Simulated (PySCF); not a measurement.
Compound: C₅HF₃O (charge -1 and doublet state).
Geometry (GFN2-xTB, Å), atoms numbered from 1 in this order:
```
atom  x, y, z in Å
O1     2.934    1.128   -0.440
C2     2.002    0.408   -0.135
C3     1.476   -0.739    0.416
C4     0.557    0.194   -0.115
C5    -0.749    0.518   -0.307
F6    -1.040    1.689   -0.991
C7    -1.865   -0.330   -0.131
F8    -1.738   -1.373    0.756
F9    -3.121    0.207    0.050
H10    1.553   -1.697    0.875
```

The hyperfine couplings belong to this conformer and change with its torsions.

As a line formula: `[O-][C]1C=C1C(F)=C(F)F` [radical] (charge -1).

Computed with PySCF 2.14.0, UKS B3LYP, pcH-1 on C F H O, non-relativistic, mean-field spin-orbit, GIAO. Whether the extra electron is bound in the gas phase wasn't checked; a finite basis holds it in any case. Couplings are sensitive to structure, and on GFN2-xTB geometries they can be far from those on DFT ones, by a factor of two or more for some ions and for spin on atoms past the first row. Stability of the SCF solution: not tested.

Predict the first-order ENDOR lines of F9, F8, F6 and H10 under fast tumbling at B = 1207.5 mT (Q band).

ν± = |νn ± a/2|, one line for each electron-spin manifold; νn = |g_N| × 7.62259 MHz/T × B.

| nuclei | isotope | g_N | νn (MHz) | a_iso (MHz) | lower line (MHz) | upper line (MHz) |
| --- | --- | --- | --- | --- | --- | --- |
| F9 | 19F | 5.2577 | 48.39 | 301.81 | 102.51 | 199.30 |
| F8 | 19F | 5.2577 | 48.39 | 224.93 | 64.07 | 160.86 |
| F6 | 19F | 5.2577 | 48.39 | 1.06 | 47.86 | 48.92 |
| H10 | 1H | 5.5857 | 51.41 | -17.24 | 42.79 | 60.03 |

Which pairs are centred on the nuclear Larmor frequency, and which on half the coupling?

Centred on νn, since |a| < 2νn: F6 and H10. Centred on |a|/2 and split by 2νn: F9 and F8.

The largest Mulliken spin populations are on C7 (+0.59), C3 (+0.22) and C4 (+0.16). Three atoms exceed +0.15. The angles at C7 add up to 344.9°, so it is pyramidal.

The SMILES draws the unpaired electron on C2; the largest computed Mulliken spin population is on C7 (0.59 against -0.02).
